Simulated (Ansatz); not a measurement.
CH8B2Si, SMILES `BBC[SiH3]`, 12 atoms. The species carries charge 0 and has multiplicity 1. All runs use 2 threads of an Arm Neoverse V1 on a shared host. Correlated methods freeze the cores.

Q: How many basis functions does each run have, and how long does it take in Ansatz? RKS HSE06 (plane-wave form)-D4/def2-TZVPP energy; RKS ωB97M-V/def2-QZVPP energy; RKS SPW92 (LDA)/def2-TZVPP energy; RKS r2SCANh-D4/def2-TZVPP energy; RKS BHLYP-D4/def2-TZVPP energy; RKS PBE0-D4/def2-SVP energy; RHF-CCSD(T)/def2-SVP energy; RKS PBE0-D4/def2-TZVP relaxation (9 steps); RKS PBE0-D4/def2-TZVP frequencies; RKS ωB97M-V/def2-SVP energy; direct RPA on PBE orbitals/def2-TZVPP energy; RHF-MP2/def2-QZVPP energy. (Best estimate.)

A: The calculation gave: Other jobs shared the machine, so times are rough.

| level | job | functions | wall time | peak host memory (GiB) |
| --- | --- | --- | --- | --- |
| RKS PBE0-D4/def2-SVP | energy | 100 | 1.7 s | 0.47 |
| RKS SPW92 (LDA)/def2-TZVPP | energy | 247 | 2.1 s | 0.28 |
| RKS BHLYP-D4/def2-TZVPP | energy | 247 | 4.6 s | 0.53 |
| RHF-CCSD(T)/def2-SVP | energy | 100 | 4.6 s | 0.47 |
| RKS HSE06 (plane-wave form)-D4/def2-TZVPP | energy | 247 | 4.8 s | 0.54 |
| RKS r2SCANh-D4/def2-TZVPP | energy | 247 | 7.5 s | 0.53 |
| RKS ωB97M-V/def2-SVP | energy | 100 | 7.5 s | 0.47 |
| direct RPA on PBE orbitals/def2-TZVPP | energy | 247 | 9 s | 0.56 |
| RKS ωB97M-V/def2-QZVPP | energy | 481 | 31 s | 1.8 |
| RHF-MP2/def2-QZVPP | energy | 481 | 35 s | 2.9 |
| RKS PBE0-D4/def2-TZVP | relaxation (9 steps) | 178 | 43 s | 0.4 |
| RKS PBE0-D4/def2-TZVP | frequencies | 178 | 3.5 min | 0.47 |
